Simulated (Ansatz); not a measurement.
`FC1=C[SiH2]1`, charge 0, multiplicity 1.

Question: Give a relaxed structure at PBE0-D4/def2-TZVP (Ansatz 0.2.0). (An estimate is asked.)

Answer: Computed: 
```xyz
7

F     2.0969    0.8219    0.3367
C     0.8854    0.3219    0.1797
C     0.1208   -0.5152    0.8615
Si   -0.6863    0.0987   -0.6607
H     0.1637   -1.1004    1.7699
H    -0.8224   -0.7506   -1.8696
H    -1.7581    1.1237   -0.6177
```
Point group Cs.
